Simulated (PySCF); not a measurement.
**Ionisation energy of Ga by level of theory**

Ga [Ar] 3d10 4s2 4p1 (2P) → Ga+ [Ar] 3d10 4s2 (1S), as a difference of total energies. Calculation: PySCF 2.14, in def2-SVP; no relativity, point nucleus. Correlated levels: valence: [Ar] 3d10 frozen. The calculations carry no spin-orbit coupling.

| method | ionisation energy (eV) | difference from reference (eV) |
| --- | --- | --- |
| UHF | 5.550 | -0.381 |
| PBE | 6.007 | +0.076 |
| MN15 | 6.039 | +0.108 |
| MP2 (valence) | 5.683 | -0.248 |
| SCS-MP2 (valence) | 5.662 | -0.269 |
| CCSD (valence) | 5.738 | -0.193 |
| CCSD(T) (valence) | 5.753 | -0.178 |

Reference: 5.931 eV (measured; NIST levels, between the centres of gravity of the two terms).

These non-relativistic numbers lack the scalar-relativistic shift.

Errors of the correlated levels include the incompleteness of this basis and the frozen core.
